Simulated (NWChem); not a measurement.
BClF₂; SMILES FB(F)Cl

Results from NWChem. All runs use the structure optimised with B3LYP/6-31G* (spherical d). LC-ωPBE (HJS hole) with def2-SVP; x = 1 − exp(−ω/0.25 bohr⁻¹) is a scale chosen for this fit.

```
row           x  −ε(HOMO) (eV)
--------  -----  -------------
ω = 0.15  0.451          10.27
ω = 0.20  0.551          10.88
ω = 0.30  0.699       withheld
ω = 0.50  0.865          13.15
ω = 0.80  0.959          14.02
```

Problem. Fit a straight line of the last column on the one before it, predict the withheld value, and compare with the run.

Solution. 
1. Means of the 4 shown rows: x = 0.7065, y = 12.080. Slope Σ(x − x̄)(y − ȳ)/Σ(x − x̄)² = 1.308/0.1783 = 7.337; intercept 6.896.
2. The shown rows scatter about the line by 0.077 (root mean square); the largest residual is -0.09, at ω = 0.50.
3. At x = 0.699 (ω = 0.30; inside the shown range) the line gives 12.02.
4. The run gives 11.87, -0.15 from the line, 1.9 times the scatter.
